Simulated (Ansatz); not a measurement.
## Molecular dynamics of CH₅BClN

Input file:

```yaml
crystal:
  periodic: [false, false, false]
  atoms:
    - { symbol: B, position_ang: [-0.071511, 0.089044, -0.001166] }
    - { symbol: C, position_ang: [-0.020941, -0.077708, 1.569768] }
    - { symbol: H, position_ang: [-0.992865, -0.37728, 1.987689] }
    - { symbol: H, position_ang: [0.72467, -0.831257, 1.864987] }
    - { symbol: H, position_ang: [0.276477, 0.866946, 2.051243] }
    - { symbol: Cl, position_ang: [1.452329, 0.434478, -0.925403] }
    - { symbol: "N", position_ang: [-1.242888, -0.007813, -0.74031] }
    - { symbol: H, position_ang: [-2.167957, -0.203971, -0.307349] }
    - { symbol: H, position_ang: [-1.291414, 0.107561, -1.772957] }
basis:
  gaussian: { orbitals: STO-3G }
hamiltonian:
  xc: b3lyp
  dispersion: d4
md:
  timestep: 0.25
  n_steps: 250
  ensemble: nve
  temperature: 700.0
  initial_velocities: maxwell_boltzmann
  seed: 225052
```

Launched with:

```bash
$ ansatz run input.yaml --threads 1 --pin off --max-ram 2048MiB --backend cpu --events-out ev --progress --plain --runs-dir out
```

It starts from a relaxed structure.

Output, in part (step lines, the closing report, with atoms numbered from 0):

```
md step     0: t =     0.00 fs  T =   700.0 K  F+E_penalty+E_count = -15633.21261044 eV  E_kin = 0.633374 eV  conserved = -15632.57923645 eV  (19 SCF iters)
md step   129: t =    32.25 fs  T =   393.2 K  F+E_penalty+E_count = -15632.93445944 eV  E_kin = 0.355806 eV  conserved = -15632.57865366 eV  (24 SCF iters)
md step   130: t =    32.50 fs  T =   371.7 K  F+E_penalty+E_count = -15632.91487344 eV  E_kin = 0.336281 eV  conserved = -15632.57859267 eV  (25 SCF iters)
md step   131: t =    32.75 fs  T =   343.6 K  F+E_penalty+E_count = -15632.88933781 eV  E_kin = 0.310877 eV  conserved = -15632.57846060 eV  (22 SCF iters)
md step   132: t =    33.00 fs  T =   311.5 K  F+E_penalty+E_count = -15632.86012888 eV  E_kin = 0.281864 eV  conserved = -15632.57826517 eV  (25 SCF iters)
md step   133: t =    33.25 fs  T =   279.0 K  F+E_penalty+E_count = -15632.83048787 eV  E_kin = 0.252458 eV  conserved = -15632.57803012 eV  (25 SCF iters)
md step   134: t =    33.50 fs  T =   250.3 K  F+E_penalty+E_count = -15632.80423421 eV  E_kin = 0.226440 eV  conserved = -15632.57779416 eV  (25 SCF iters)
md step   135: t =    33.75 fs  T =   229.4 K  F+E_penalty+E_count = -15632.78515990 eV  E_kin = 0.207558 eV  conserved = -15632.57760226 eV  (20 SCF iters)
[... lines left out ...]
Total energy: -15632.84450381 eV, -574.4964391923 hartree
Atom 0 at    -0.056416     0.075763    -0.026587 Å, force    -1.818466    -0.066333    -0.122717 eV/Å
Atom 1 at    -0.046312    -0.067685     1.547911 Å, force     1.231433    -0.186345     2.541170 eV/Å
Atom 2 at    -0.992618    -0.235481     2.103571 Å, force    -0.304694     0.451768    -0.964758 eV/Å
Atom 3 at     0.530986    -0.959805     1.919020 Å, force     0.094183     0.590131    -0.805771 eV/Å
Atom 4 at     0.450022     0.801218     2.096727 Å, force    -0.519967    -0.861437    -1.016567 eV/Å
Atom 5 at     1.480795     0.447012    -0.928566 Å, force    -0.478984    -0.176641     0.084109 eV/Å
Atom 6 at    -1.300970    -0.042288    -0.719341 Å, force     5.377312     0.506038    -0.032479 eV/Å
Atom 7 at    -2.143012    -0.113402    -0.222894 Å, force    -3.069577    -0.336018     1.458063 eV/Å
Atom 8 at    -1.350058     0.130732    -1.719898 Å, force    -0.511240     0.078839    -1.141050 eV/Å
Dipole moment:    -0.660276    -0.071727     0.045880 e Å
```

The steps, from the saved trajectory:

```csv
time (fs),T (K),potential energy less start (eV),conserved less start (meV/atom)
0.0,700,0.000,0.00
2.0,344,0.324,0.18
4.0,288,0.374,0.13
6.0,272,0.388,0.09
8.0,265,0.395,0.16
10.0,538,0.147,0.05
12.0,308,0.356,0.18
14.0,388,0.283,0.07
16.0,224,0.432,0.17
18.0,318,0.347,0.09
20.0,357,0.312,0.11
22.0,337,0.330,0.13
24.0,337,0.329,0.10
26.0,362,0.307,0.09
28.0,346,0.322,0.13
30.0,333,0.333,0.13
32.0,407,0.266,0.07
34.0,220,0.436,0.19
36.0,429,0.245,0.04
38.0,289,0.374,0.16
40.0,374,0.296,0.11
42.0,421,0.253,0.07
44.0,275,0.386,0.16
46.0,433,0.242,0.06
48.0,269,0.391,0.17
50.0,401,0.271,0.09
52.0,403,0.269,0.11
54.0,396,0.277,0.12
56.0,419,0.255,0.10
58.0,315,0.350,0.13
60.0,301,0.362,0.10
62.0,273,0.387,0.14
```

All steps were run. The conserved energy stayed within 0.24 meV per atom of its start (net change 0.14 meV per atom), so the integration is sound. Over the second half the temperature averaged 0.50 of the 700 K drawn at the start: a run that starts near a minimum puts about half its kinetic energy into the potential. A run of 0.062 ps of so small a system gives no equilibrium averages. Limits of this set-up: minimal basis.

The same pairs are bonded in the first frame and the last. Pairs count as bonded within 1.25 times the sum of covalent radii (0.12 Å more for H–H).

Last frame:

```xyz
9
Properties=species:S:1:pos:R:3
B -0.056 0.076 -0.027
C -0.046 -0.068 1.548
H -0.993 -0.235 2.104
H 0.531 -0.960 1.919
H 0.450 0.801 2.097
Cl 1.481 0.447 -0.929
N -1.301 -0.042 -0.719
H -2.143 -0.113 -0.223
H -1.350 0.131 -1.720
```

Run time: 5.8 min on 1 thread of Arm Neoverse V1 (shared host), peak memory 0.087 GiB.
